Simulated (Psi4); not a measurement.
C3H12Si3, singlet, at a GFN2-xTB geometry, with bond 15-5 at 2.0 times its length; BLYP/STO-3G (Psi4).

The Psi4 input:
```
memory 2 GB

molecule mol {
0 1
C    -0.723180    1.296662   -1.060261
Si    1.074591    1.436260   -0.462334
C     1.782434   -0.311684   -0.232922
Si    0.751613   -1.431649    0.903770
C    -1.035756   -1.478890    0.261850
Si   -1.837376    0.230215    0.048902
H    -0.729647    0.884454   -2.069525
H    -1.150851    2.294467   -1.142348
H     1.876701    2.175820   -1.453838
H     1.124909    2.169381    0.810462
H     1.874748   -0.787299   -1.209570
H     2.794896   -0.238296    0.160514
H     1.317112   -2.793094    0.913063
H     0.777855   -0.912311    2.278401
H    -2.250413   -2.673844    1.617475
H    -1.054546   -2.000520   -0.695292
H    -2.004126    0.873433    1.359807
H    -3.168548    0.086237   -0.568076
}

set {
  basis sto-3g
  reference rks
  d_convergence 1e-8
}

energy('blyp')
print_variables()
```

Problem. Write the output that Psi4 gives for this input, abridged.

Solution. 
```
   => Loading Basis Set <=

    Name: STO-3G
    Role: ORBITAL
    Keyword: BASIS

         ---------------------------------------------------------
                                   SCF
               by Justin Turney, Rob Parrish, Andy Simmonett
                          and Daniel G. A. Smith
                              RKS Reference
         ---------------------------------------------------------

  ==> Geometry <==

    Molecular point group: c1
    Full point group: C1

    Geometry (in Angstrom), charge = 0, multiplicity = 1:

       Center              X                  Y                   Z               Mass
    ------------   -----------------  -----------------  -----------------  -----------------
         C           -0.718429949190     1.298828394800    -1.070435125016    12.000000000000
         SI           1.079341050810     1.438426394800    -0.472508125016    27.976926534650
         C            1.787184050810    -0.309517605200    -0.243096125016    12.000000000000
         SI           0.756363050810    -1.429482605200     0.893595874984    27.976926534650
         C           -1.031005949190    -1.476723605200     0.251675874984    12.000000000000
         SI          -1.832625949190     0.232381394800     0.038727874984    27.976926534650
         H           -0.724896949190     0.886620394800    -2.079699125016     1.007825032230
         H           -1.146100949190     2.296633394800    -1.152522125016     1.007825032230
         H            1.881451050810     2.177986394800    -1.464012125016     1.007825032230
         H            1.129659050810     2.171547394800     0.800287874984     1.007825032230
         H            1.879498050810    -0.785132605200    -1.219744125016     1.007825032230
         H            2.799646050810    -0.236129605200     0.150339874984     1.007825032230
         H            1.321862050810    -2.790927605200     0.902888874984     1.007825032230
         H            0.782605050810    -0.910144605200     2.268226874984     1.007825032230
         H           -2.245662949190    -2.671677605200     1.607300874984     1.007825032230
         H           -1.049795949190    -1.998353605200    -0.705466125016     1.007825032230
         H           -1.999375949190     0.875599394800     1.349632874984     1.007825032230
         H           -3.163797949190     0.088403394800    -0.578250125016     1.007825032230

  Running in c1 symmetry.

  Rotational constants: A =      0.06441  B =      0.06277  C =      0.03485 [cm^-1]
  Rotational constants: A =   1931.07104  B =   1881.69235  C =   1044.88126 [MHz]
  Nuclear repulsion =  442.904607937588082

  Charge       = 0
  Multiplicity = 1
  Electrons    = 72
  Nalpha       = 36
  Nbeta        = 36

  ==> Algorithm <==

  SCF Algorithm Type is DF.
  DIIS enabled.
  MOM disabled.
  Fractional occupation disabled.
  Guess Type is SAD.
  Energy threshold   = 1.00e-06
  Density threshold  = 1.00e-08
  Integral threshold = 1.00e-12

  ==> Primary Basis <==

  Basis Set: STO-3G
    Blend: STO-3G
    Number of shells: 36
    Number of basis functions: 54
    Number of Cartesian functions: 54
    Spherical Harmonics?: true
    Max angular momentum: 1

  ==> DFT Potential <==

   => LibXC <=

    Version 7.1.2
    S. Lehtola, C. Steigemann, M. J. T. Oliveira, and M. A. L. Marques,  SoftwareX 7, 1–5 (2018) (10.1016/j.softx.2017.11.002)

   => Composite Functional: BLYP <=

    BLYP GGA Exchange-Correlation Functional

    P.J. Stephens et. al., J. Phys. Chem., 98, 11623-11627, 1994
    B. Miehlich et. al., Chem. Phys. Lett., 157(3), 200-206 1989

    Deriv               =              1
    GGA                 =           TRUE
    Meta                =          FALSE

    Exchange Hybrid     =          FALSE
    MP2 Hybrid          =          FALSE

   => Exchange Functionals <=

    1.0000     XC_GGA_X_B88

   => Correlation Functionals <=

    1.0000     XC_GGA_C_LYP

   => LibXC Density Thresholds  <==

    XC_GGA_C_LYP:  1.00E-14
    XC_GGA_X_B88:  1.00E-15

   => Molecular Quadrature <=

    Radial Scheme          =       TREUTLER
    Pruning Scheme         =           NONE
    Nuclear Scheme         =       TREUTLER

    Blocking Scheme        =         OCTREE
    BS radius alpha        =              1
    Pruning alpha          =              1
    Radial Points          =             75
    Spherical Points       =            302
    Total Points           =         377285
    Total Blocks           =           2783
    Max Points             =            256
    Max Functions          =             51
    Weights Tolerance      =       1.00E-15

   => Loading Basis Set <=

    Name: (STO-3G AUX)
    Role: JKFIT
    Keyword: DF_BASIS_SCF

  ==> Integral Setup <==

  SCF_SUBTYPE=INCORE selected. In-core MEM_DF algorithm will be used.
  Using in-core AOs.

  ==> MemDFJK: Density-Fitted J/K Matrices <==

    J tasked:                   Yes
    K tasked:                    No
    wK tasked:                   No
    Algorithm:                 Core
    Schwarz Cutoff:           1E-12
    Mask sparsity (%):       6.7901
    Fitting Condition:        1E-10

   => Auxiliary Basis Set <=

  Basis Set: (STO-3G AUX)
    Blend: DEF2-UNIVERSAL-JKFIT
    Number of shells: 261
    Number of basis functions: 825
    Number of Cartesian functions: 972
    Spherical Harmonics?: true
    Max angular momentum: 4

  Minimum eigenvalue in the overlap matrix is 2.4189631612E-01.
  Reciprocal condition number of the overlap matrix is 1.0277876425E-01.
    Using symmetric orthogonalization.

  ==> Pre-Iterations <==

  SCF Guess: Superposition of Atomic Densities via on-the-fly atomic UHF (no occupation information).

   -------------------------
    Irrep   Nso     Nmo
   -------------------------
     A         54      54
   -------------------------
    Total      54      54
   -------------------------

  ==> Iterations <==

                           Total Energy        Delta E     RMS |[F,P]|

   @DF-RKS iter SAD:  -974.71900733279404   -9.74719e+02   0.00000e+00
   @DF-RKS iter   1:  -978.10470109660787   -3.38569e+00   7.40329e-03 DIIS/ADIIS
   @DF-RKS iter   2:  -977.80506731591481    2.99634e-01   1.06092e-02 DIIS/ADIIS
   @DF-RKS iter   3:  -978.00879069957227   -2.03723e-01   8.62322e-03 DIIS/ADIIS
   @DF-RKS iter   4:  -978.23152372458446   -2.22733e-01   9.13216e-04 DIIS/ADIIS
   @DF-RKS iter   5:  -978.22476037319132    6.76335e-03   1.71265e-03 DIIS/ADIIS
   @DF-RKS iter   6:  -978.22954305461622   -4.78268e-03   1.14560e-03 DIIS/ADIIS
   @DF-RKS iter   7:  -978.23137288964824   -1.82984e-03   8.15417e-04 DIIS/ADIIS
   @DF-RKS iter   8:  -978.23282919229882   -1.45630e-03   3.36890e-04 DIIS/ADIIS
   @DF-RKS iter   9:  -978.23315510394934   -3.25912e-04   3.08791e-05 DIIS
   @DF-RKS iter  10:  -978.23315667166059   -1.56771e-06   1.92874e-05 DIIS
   @DF-RKS iter  11:  -978.23315770430156   -1.03264e-06   3.14765e-06 DIIS
   @DF-RKS iter  12:  -978.23315773225784   -2.79563e-08   6.01601e-08 DIIS
   @DF-RKS iter  13:  -978.23315773226773   -9.89075e-12   1.13166e-08 DIIS
   @DF-RKS iter  14:  -978.23315773226773    0.00000e+00   2.11801e-09 DIIS
  Energy and wave function converged.

  ==> Post-Iterations <==

   Electrons on quadrature grid:
      Ntotal   =   71.9999779131 ; deviation = -2.209e-05

    Orbital Energies [Eh]
    ---------------------

    Doubly Occupied:

       1A    -64.735817     2A    -64.735070     3A    -64.735047
       4A     -9.678774     5A     -9.678680     6A     -9.675601
       7A     -4.863615     8A     -4.863013     9A     -4.862372
      10A     -3.230893    11A     -3.230456    12A     -3.230058
      13A     -3.229836    14A     -3.229349    15A     -3.229291
      16A     -3.229081    17A     -3.228920    18A     -3.228159
      19A     -0.595727    20A     -0.563009    21A     -0.536665
      22A     -0.405915    23A     -0.405739    24A     -0.384764
      25A     -0.323284    26A     -0.311236    27A     -0.289379
      28A     -0.267822    29A     -0.246697    30A     -0.228179
      31A     -0.224931    32A     -0.218275    33A     -0.205084
      34A     -0.198755    35A     -0.179562    36A     -0.127644

    Virtual:

      37A     -0.006388    38A      0.237386    39A      0.241540
      40A      0.244006    41A      0.279343    42A      0.279941
      43A      0.282430    44A      0.304331    45A      0.310663
      46A      0.329024    47A      0.341194    48A      0.349394
      49A      0.349555    50A      0.443530    51A      0.446324
      52A      0.451815    53A      0.455355    54A      0.459465

    Final Occupation by Irrep:
              A
    DOCC [    36 ]
    NA   [    36 ]
    NB   [    36 ]

  @DF-RKS Final Energy:  -978.23315773226773

   => Energetics <=

    Nuclear Repulsion Energy =            442.9046079375880822
    One-Electron Energy =               -2237.4911256370478441
    Two-Electron Energy =                 899.7644030474332340
    DFT Exchange-Correlation Energy =     -83.4110430802411287
    Empirical Dispersion Energy =           0.0000000000000000
    VV10 Nonlocal Energy =                  0.0000000000000000
    Total Energy =                       -978.2331577322677276

Computation Completed

Properties will be evaluated at   0.000000,   0.000000,   0.000000 [a0]

Properties computed using the SCF density matrix

 Multipole Moments:

 ------------------------------------------------------------------------------------
     Multipole            Electronic (a.u.)      Nuclear  (a.u.)        Total (a.u.)
 ------------------------------------------------------------------------------------

 L = 1.  Multiply by 2.5417464519 to convert [e a0] to [Debye]
 Dipole X            :          0.8196939           -0.5013941            0.3182998
 Dipole Y            :          1.1191281           -0.8343133            0.2848149
 Dipole Z            :         -0.3068653           -0.1034247           -0.4102900
 Magnitude           :                                                    0.5922602

 ------------------------------------------------------------------------------------

  Variable Map:
  ----------------------------------------------------------------------------
  "CURRENT ENERGY"              =>    -978.233157732268
  "CURRENT REFERENCE ENERGY"    =>    -978.233157732268
  "DD SOLVATION ENERGY"         =>       0.000000000000
  "DFT FUNCTIONAL TOTAL ENERGY" =>    -978.233157732268
  "DFT TOTAL ENERGY"            =>    -978.233157732268
  "DFT VV10 ENERGY"             =>       0.000000000000
  "DFT XC ENERGY"               =>     -83.411043080241
  "GRID ELECTRONS ALPHA"        =>      35.999988956569
  "GRID ELECTRONS BETA"         =>      35.999988956569
  "GRID ELECTRONS TOTAL"        =>      71.999977913138
  "NUCLEAR REPULSION ENERGY"    =>     442.904607937588
  "ONE-ELECTRON ENERGY"         =>   -2237.491125637048
  "PCM POLARIZATION ENERGY"     =>       0.000000000000
  "PE ENERGY"                   =>       0.000000000000
  "SCF ITERATION ENERGY"        =>    -978.233157732268
  "SCF ITERATIONS"              =>      14.000000000000
  "SCF TOTAL ENERGY"            =>    -978.233157732268
  "TWO-ELECTRON ENERGY"         =>     899.764403047433
  "XC GRID RADIAL POINTS"       =>      75.000000000000
  "XC GRID SPHERICAL POINTS"    =>     302.000000000000
  "XC GRID TOTAL POINTS"        =>  377285.000000000000

  Array Variable Map:
  ----------------------------------------------------------------------------
  "CURRENT DIPOLE"              =>       0.318299828738 ... -0.410289965020 1 by 3
  "SCF DIPOLE"                  =>       0.318299828738 ... -0.410289965020 1 by 3
  "SCF TOTAL ENERGIES"          =>    -974.719007332794 ... -978.233157732268 1 by 15
```
